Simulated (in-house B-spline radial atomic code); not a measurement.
Response and correlation of the argon ion Ar¹⁴⁺

Closed shell [He] 2s2. Computed with an all-electron radial atomic-structure program (B-spline basis): Dirac-Hartree-Fock, relativistic RPA (time-dependent Dirac-Hartree-Fock) for the response and second-order many-body perturbation theory for correlation, no-pair Dirac-Coulomb Hamiltonian, finite nucleus.

Command:
```bash
python run_mb.py task.json out
```
Settings (nuclear radius in fm, box in bohr, cutoff in hartree):
```
basis_form          2
Z                   18
core_configuration  [He] 2s2
rms_radius          3.4274
mass_number         40
speed_of_light      137.036
box_radius          5.156
lmax                7
intervals           60
virtual_cutoff      8100.0
```

Time taken, with all properties: 0.3 s on 1 thread of Arm Neoverse V1, on a shared host.

```tsv
multipole (bohr³, bohr⁵, bohr⁷)	uncoupled	coupled RPA
dipole	0.043196	0.060763
quadrupole	0.0015128	0.001621
octupole	0.00030437	?
```

(1) What is the coupled octupole polarisability?

(2) Which subshells carry the dipole polarisability?

(3) What does the dipole shielding factor come to?

Dipole polarisability at imaginary frequency:

| u (Eh) | α(iu) (bohr³) |
| --- | --- |
| 0 | 0.06076 |
| 1.16 | 0.04433 |
| 2.9 | 0.01955 |
| 5.81 | 0.008016 |
| 8.71 | 0.004974 |
| 11.6 | 0.003668 |
| 17.4 | 0.002408 |
| 23.2 | 0.001747 |
| 29 | 0.001333 |
| 40.7 | 0.0008529 |
| 58.1 | 0.0005149 |
| 87.1 | 0.0002824 |
| 116 | 0.0001821 |
| 174 | 9.527e-05 |
| 290 | 3.974e-05 |
| 581 | 1.101e-05 |

(4) What dispersion coefficients follow for two such ions (the dispersion part alone)?

Lowest J = 1 odd-parity excitations:

| energy (eV) | oscillator strength | leading channel | weight |
| --- | --- | --- | --- |
| 19.47 | 0.000137 | 2s1/2 → p1/2 | 0.716 |
| 50.388 | 0.197 | 2s1/2 → p3/2 | 0.715 |
| 496.97 | 0.0175 | 2s1/2 → p1/2 | 0.806 |
| 499.66 | 0.645 | 2s1/2 → p3/2 | 0.806 |
| 653.74 | 0.00605 | 2s1/2 → p1/2 | 0.826 |
| 654.7 | 0.168 | 2s1/2 → p3/2 | 0.826 |
| 725.34 | 0.00285 | 2s1/2 → p1/2 | 0.834 |
| 725.8 | 0.0707 | 2s1/2 → p3/2 | 0.834 |

Second-order correlation energy by the highest angular momentum of the excited pair (hartree): s -0.01603, p -0.1465, d -0.01104, f -0.002904, g -0.001069, h -0.0004623, i -0.0002335, k -0.0001235.

(5) What is the second-order correlation energy at the partial-wave limit?

Results:

(1) 0.00031954 atomic units, +5 % against the uncoupled value.

(2) 2s1/2 100.1 %, 1s1/2 -0.1 %.

(3) The dipole shielding factor is 0.222, against the exact N/Z = 4/18 = 0.222 of the non-relativistic theorem.

(4) C6 = (3/π)∫α(iu)²du = 0.005632 hartree·bohr⁶ and C8 = 0.001548 hartree·bohr⁸.

(5) The listed waves sum to -0.17832 hartree; extrapolating the increments as (l + 1/2)⁻⁴ gives -0.17857 hartree, -1.21 eV per electron.
